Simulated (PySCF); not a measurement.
Compound: C₇H₁₁ClSi₂.
Atom-mapped SMILES: `[CH2:1]=[CH:2][C:3]1=[CH:4][SiH2:5][CH2:6]/[C:7](=[CH:8]\[Cl:9])[SiH2:10]1`

Structure used (GFN2-xTB), in Å, numbered top down from 1:
```xyz
21
C7H11ClSi2 angstrom
C      1.4889   -3.1639   -0.2435
C      1.8523   -1.9565    0.1734
C      1.0316   -0.7575    0.1105
C      1.5757    0.4247    0.4572
Si     0.7461    2.1108    0.4309
C     -0.8095    1.9437   -0.6593
C     -1.5823    0.7653   -0.1844
C     -2.7239    0.8556    0.4808
Cl    -3.5154    2.3541    0.8515
Si    -0.7679   -0.9088   -0.4750
H      0.5192   -3.3513   -0.6712
H      2.1543   -4.0081   -0.1765
H      2.8461   -1.8197    0.5875
H      2.6125    0.4188    0.7850
H      0.3720    2.5061    1.7944
H      1.6533    3.1065   -0.1567
H     -0.5030    1.7863   -1.6944
H     -1.4107    2.8513   -0.6236
H     -3.2700    0.0035    0.8502
H     -0.7907   -1.2035   -1.9169
H     -1.4876   -1.9405    0.2796
```

Definitions: NICS(0) = −σiso at the ring centroid; NICS(1) = −σiso and NICS(1)zz = −σzz at ±1 Å along the ring normal z. Level: GIAO PBE0/pcSseg-1 (PySCF, non-relativistic, gas phase) on the GFN2-xTB geometry, one conformer.

Ring bond lengths (Å), with Mayer bond orders in brackets: C3–C4 1.347 (1.83), C4–Si5 1.879 (0.89), Si5–C6 1.907 (0.88), C6–C7 1.487 (1.05), C7–Si10 1.884 (0.85), Si10–C3 1.898 (0.82).

Q: Give the NICS values of each ring in ppm.

A: 
```tsv
ring	type	NICS(0)	NICS(1), two faces	NICS(1)zz, two faces	rms pucker (Å)	centre to ring atoms, mean (Å)
C3–C4–Si5–C6–C7–Si10	6-membered ring with 2 Si; formal bonds 1 double, 5 single	-0.8	-0.9 / -2.5	5.0 / 3.2	0.23	1.69
```

Q: What can be read from them?

A: 
- C3–C4–Si5–C6–C7–Si10: mean NICS(1)zz 4.1 ppm, deshielded. Si5, C6, Si10 have four or more neighbours, so the value isn't read as a sign of a π ring current.

Q: At the second NICS(1) probe listed for ring C3–C4–Si5–C6–C7–Si10, 1 Å off the ring, how large is the induced field along the normal in 1 T applied along it?

A: NICSzz × B0 = 3.2 ppm × 1 T = 3 μT, along the applied field.

Q: What are the shieldings of the ring atoms and their hydrogens in the same run (means over atoms taken as equivalent)?

A: 
| atoms | environment | σ isotropic (ppm) | principal values of the symmetric part, first atom (ppm) |
| --- | --- | --- | --- |
| C3 | fully substituted alkene carbon | 24.4 | -82.2, -3.3, 158.6 |
| C4 | alkene CH carbon | 35.6 | -63.8, 11.7, 158.8 |
| Si5 | SiH2 silicon | 400.7 | 374.5, 390.5, 437.2 |
| C6 | sp3 carbon bound to silicon | 167.9 | 150.9, 172.7, 180.2 |
| C7 | fully substituted alkene carbon | 47.7 | -57.5, 30.2, 170.5 |
| Si10 | SiH2 silicon | 405.1 | 367.6, 406.9, 440.9 |
| H14 | vinylic hydrogen | 24.74 | 23.0, 23.9, 27.3 |
| H15 (×2) | Si–H hydrogen | 27.17 | 23.6, 26.3, 31.8 |
| H17 (×2) | methylene hydrogen | 29.34 | 25.9, 27.9, 35.9 |
| H20 (×2) | Si–H hydrogen | 26.95 | 23.5, 25.5, 31.4 |
